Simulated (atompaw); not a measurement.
# Cutoff test, neodymium, PAW (atompaw)

atompaw 4.2.0.5 input, output lines left out:

```
Nd 60
LDA-PW scalarrelativistic loggrid 2001 logderivrange -6 5 276
6 6 5 4 0 0
6 0 0
6 1 0
5 2 0
4 3 4
0 0 0
c
c
c
c
v
v
c
c
c
v
v
c
c
v
v
3
3.00 2.45 2.15 1.60
n
n
y
3.3
n
y
0.85
n
custom polynom vanderbiltortho gaussian
bessel
1.90
3.00
2.75
2.65
3.00
3.00
1.80
1.80
```

The pseudo-atom Hamiltonian at the reference potential is diagonalised in spherical Bessel functions j_l(qr) that vanish at 20 bohr, with q² up to the cutoff. All-electron valence levels (Ry): 5s -3.9432, 6s -0.9853, 5p -2.5837, 6p -0.6981, 5d -1.0077, 4f -1.0921.

How do the lowest levels (Ry) of each channel move with the cutoff, and are there ghosts?

```
cutoff (Ry)     s #1     s #2     s #3     p #1     p #2     d #1     f #1  Σ f·Δε (mRy)
          8  -3.9404  -0.9850  -0.4123  -2.5772  -0.6953  -1.0045  -0.2985        3219.0
         12  -3.9413  -0.9853  -0.4125  -2.5827  -0.6979  -1.0072  -0.3017        3171.3
         21  -3.9431  -0.9853  -0.4125  -2.5837  -0.6981  -1.0076  -0.7785        1254.6
         30  -3.9432  -0.9853  -0.4125  -2.5837  -0.6981  -1.0077  -1.0748          69.2
         40  -3.9432  -0.9853  -0.4125  -2.5837  -0.6981  -1.0077  -1.0890          12.2
         50  -3.9432  -0.9853  -0.4125  -2.5837  -0.6981  -1.0077  -1.0900           8.4
         70  -3.9432  -0.9853  -0.4125  -2.5837  -0.6981  -1.0077  -1.0918           0.9
         90  -3.9432  -0.9853  -0.4125  -2.5837  -0.6981  -1.0077  -1.0920           0.4
        400  -3.9432  -0.9853  -0.4125  -2.5837  -0.6981  -1.0077  -1.0921           0.0
```

Result: no extra level below or beside the all-electron valence levels (s, p, d, f tested); 10 mRy is reached at 50 Ry and 1 mRy at 70 Ry.
